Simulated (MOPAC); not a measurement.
MOPAC input (PM6):

```
PM6 FORCE THERMO(298,298) PRECISE LET CHARGE=1 GEO-OK AUX(PRECISION=9) THREADS=1
C5H13O

C    -2.03786986 1    0.94084416 1    0.80488054 1
C    -0.95357225 1   -0.12003723 1    0.63551206 1
C    -1.48189158 1   -1.33467069 1   -0.12177454 1
C     0.26844564 1    0.52208195 1   -0.11344984 1
C     1.40937696 1   -0.44096198 1   -0.15448531 1
O     2.65914374 1    0.23737158 1   -0.80101987 1
H    -2.43609130 1    1.30025063 1   -0.15233450 1
H    -1.69484665 1    1.81407089 1    1.37211757 1
H    -2.89987211 1    0.53548570 1    1.35912403 1
H    -0.60598751 1   -0.44192756 1    1.65025342 1
H    -2.39743051 1   -1.72217142 1    0.35792863 1
H    -1.77020723 1   -1.10024291 1   -1.15391870 1
H    -0.78056999 1   -2.17342537 1   -0.14341796 1
H    -0.08111032 1    0.81896975 1   -1.12563688 1
H     0.52362058 1    1.46312714 1    0.41903546 1
H     1.82882900 1   -0.74377457 1    0.82705434 1
H     1.28499189 1   -1.31567596 1   -0.82644525 1
H     2.84565303 1    1.11469007 1   -0.28670688 1
H     2.37560362 1    0.60716665 1   -1.72398668 1
```

Output:

```
 *******************************************************************************
 **                                                                           **
 **                              MOPAC v23.2.5                                **
 **                                                                           **
 *******************************************************************************
 ** MOPAC's Digital Object Identifier: https://doi.org/10.5281/zenodo.6511958 **
 **                                                                           **
 ** Please cite the open-source release paper for use of this MOPAC version:  **
 ** J. E. Moussa and J. J. P. Stewart (2026)                                  **
 ** MOPAC: An open-source semiempirical molecular orbital program             **
 ** J. Open Source Softw., 11(119), 8025, https://doi.org/10.21105/joss.08025 **
 *******************************************************************************

                              PM6 CALCULATION RESULTS

 *******************************************************************************
 *  PM6        - The PM6 Hamiltonian to be used
 *  GEO-OK     - OVERRIDE INTERATOMIC DISTANCE AND OTHER SAFETY CHECKS
 *
 *
 *
 *                 CHARGE ON SYSTEM = +1
 *
 *
 *
 *  LET        - OVERRIDE SOME SAFETY CHECKS
 *  PRECISE    - TIGHTER CRITERIA TO BE USED
 *  FORCE      - FORCE CALCULATION SPECIFIED
 *  AUX        - OUTPUT AUXILIARY INFORMATION
 *  THERMO     - THERMODYNAMIC QUANTITIES TO BE CALCULATED
 *******************************************************************************
PM6 FORCE THERMO(298,298) PRECISE LET CHARGE=1 GEO-OK AUX(PRECISION=9) THREADS=1
 C5H13O

   ATOM   CHEMICAL          X               Y               Z
  NUMBER   SYMBOL      (ANGSTROMS)     (ANGSTROMS)     (ANGSTROMS)

     1       C         -2.03786986  *   0.94084416  *   0.80488054  *
     2       C         -0.95357225  *  -0.12003723  *   0.63551206  *
     3       C         -1.48189158  *  -1.33467069  *  -0.12177454  *
     4       C          0.26844564  *   0.52208195  *  -0.11344984  *
     5       C          1.40937696  *  -0.44096198  *  -0.15448531  *
     6       O          2.65914374  *   0.23737158  *  -0.80101987  *
     7       H         -2.43609130  *   1.30025063  *  -0.15233450  *
     8       H         -1.69484665  *   1.81407089  *   1.37211757  *
     9       H         -2.89987211  *   0.53548570  *   1.35912403  *
    10       H         -0.60598751  *  -0.44192756  *   1.65025342  *
    11       H         -2.39743051  *  -1.72217142  *   0.35792863  *
    12       H         -1.77020723  *  -1.10024291  *  -1.15391870  *
    13       H         -0.78056999  *  -2.17342537  *  -0.14341796  *
    14       H         -0.08111032  *   0.81896975  *  -1.12563688  *
    15       H          0.52362058  *   1.46312714  *   0.41903546  *
    16       H          1.82882900  *  -0.74377457  *   0.82705434  *
    17       H          1.28499189  *  -1.31567596  *  -0.82644525  *
    18       H          2.84565303  *   1.11469007  *  -0.28670688  *
    19       H          2.37560362  *   0.60716665  *  -1.72398668  *

          CARTESIAN COORDINATES

    NO.       ATOM           X           Y           Z
[...]
 VIBRATION         48   48A           ATOM PAIR      ENERGY CONTRIBUTION    RADIAL
 FREQUENCY          2702.33         C  3 -- H 12         +27.6% ( 53.8%)     98.2%
 TRANSITION DIPOLE   0.9568         C  3 -- H 13         +26.2% ( 52.3%)     97.2%
 TRAVEL (Ang.)       0.3443         C  2 -- H 10         +17.4% ( 42.7%)    100.0%
 REDUCED MASS        0.2105         C  1 -- H  7         +13.1% ( 37.1%)     98.8%
 EFFECTIVE MASS      1.4633         C  1 -- H  8         +10.3% ( 32.8%)     95.9%
 FORCE CONSTANT      0.9055

 VIBRATION         49   49A           ATOM PAIR      ENERGY CONTRIBUTION    RADIAL
 FREQUENCY          2724.99         C  4 -- H 14         +50.4% ( 70.0%)     96.8%
 TRANSITION DIPOLE   0.8204         C  4 -- H 15         +44.2% ( 65.5%)     95.9%
 TRAVEL (Ang.)       0.2360         C  2 -- H 10          +1.2% ( 10.9%)     94.0%
 REDUCED MASS        0.4442         C  5 -- H 16          +1.0% (  9.8%)     90.5%
 EFFECTIVE MASS      1.2612
 FORCE CONSTANT      1.9436

 VIBRATION         50   50A           ATOM PAIR      ENERGY CONTRIBUTION    RADIAL
 FREQUENCY          2787.54         C  1 -- H  8         +21.3% ( 44.4%)     95.9%
 TRANSITION DIPOLE   0.5204         C  1 -- H  7         +20.9% ( 44.0%)     95.9%
 TRAVEL (Ang.)       0.3761         C  1 -- H  9         +18.0% ( 40.8%)     94.9%
 REDUCED MASS        0.1711         C  3 -- H 13         +14.8% ( 37.0%)     96.3%
 EFFECTIVE MASS      1.1445         C  3 -- H 12         +13.3% ( 35.1%)     95.8%
 FORCE CONSTANT      0.7831         C  3 -- H 11         +11.4% ( 32.5%)     94.9%

 VIBRATION         51   51A           ATOM PAIR      ENERGY CONTRIBUTION    RADIAL
 FREQUENCY          2791.43         C  3 -- H 12         +20.9% ( 44.0%)     95.6%
 TRANSITION DIPOLE   0.4835         C  3 -- H 13         +20.7% ( 43.8%)     95.7%
 TRAVEL (Ang.)       0.3773         C  3 -- H 11         +18.4% ( 41.2%)     94.8%
 REDUCED MASS        0.1697         C  1 -- H  7         +14.0% ( 36.0%)     95.6%
 EFFECTIVE MASS      1.1553         C  1 -- H  8         +12.9% ( 34.6%)     95.3%
 FORCE CONSTANT      0.7791         C  1 -- H  9         +12.3% ( 33.8%)     94.8%

      SYMMETRY NUMBER FOR POINT-GROUP C1  =  1

          SYSTEM IS A GROUND STATE

 C5H13O

          MOLECULE IS NOT LINEAR

          THERE ARE 51 GENUINE VIBRATIONS IN THIS SYSTEM
          THIS THERMODYNAMICS CALCULATION IS LIMITED TO
          MOLECULES WHICH HAVE NO INTERNAL ROTATIONS

                    CALCULATED THERMODYNAMIC PROPERTIES
                                          *
   TEMP. (K)   PARTITION FUNCTION   H.O.F.    ENTHALPY  HEAT CAPACITY ENTROPY
                                   KCAL/MOL   CAL/MOLE    CAL/K/MOL  CAL/K/MOL

 298.00  VIB.     0.4092D+03                  3824.7894    25.2442    24.7864
         ROT.     0.2205D+06                   888.2803     2.9808    27.4303
         INT.     0.9022D+08                  4713.0697    28.2250    52.2167
         TRA.     0.8139D+27                  1480.4672     4.9680    39.3737
         TOT.                      102.976    6193.5369    33.1930    91.5904

   *: NOTE: HEATS OF FORMATION ARE RELATIVE TO THE
            ELEMENTS IN THEIR STANDARD STATE AT 298K
              (=  Standard Enthalpy of Formation).

            Hvib:  Zero-point energy is not included.
                   frequencies of less than zero cm-1 are not included.
            Hrot = (3/2)RT
            Htra = (3/2)RT + pV = (5/2)RT

            Heat capacity is Cp, not Cv

          For more information, see: HTTP://OpenMOPAC.net/Manual/thermochemistry.html

           FORCE CONSTANT IN CARTESIAN COORDINATES (Millidynes/A)

    ATOM   CHEMICAL       X               Y               Z
   NUMBER   SYMBOL  FORCE CONSTANT  FORCE CONSTANT  FORCE CONSTANT

      1       C        7.136544        6.435372        6.276922
      2       C        7.494915        7.330335        6.490719
      3       C        6.611796        6.999761        6.265374
      4       C        7.351352        6.373009        6.244723
      5       C        7.582805        5.737340        4.952987
      6       O        2.887044        4.730405        4.651776
      7       H        1.272531        1.312528        2.783662
      8       H        1.265755        3.568427        0.520643
      9       H        1.183536        1.321963        2.817212
     10       H        1.143312        1.535280        2.954204
     11       H        1.103012        1.702268        2.519022
     12       H        0.741514        1.609489        3.014782
     13       H        4.084285        0.703890        0.567725
     14       H        1.056401        1.378336        2.980139
     15       H        1.515089        3.264124        0.618298
     16       H        1.111412        1.447805        2.685543
     17       H        1.635789        2.901345        0.692826
     18       H        0.981325        2.965266        0.795701
     19       H        0.588863        1.269072        2.888373

 **********************
 *                    *
 * JOB ENDED NORMALLY *
 *                    *
 **********************

 == MOPAC DONE ==
```

The dipole moment of an ion depends on the origin.
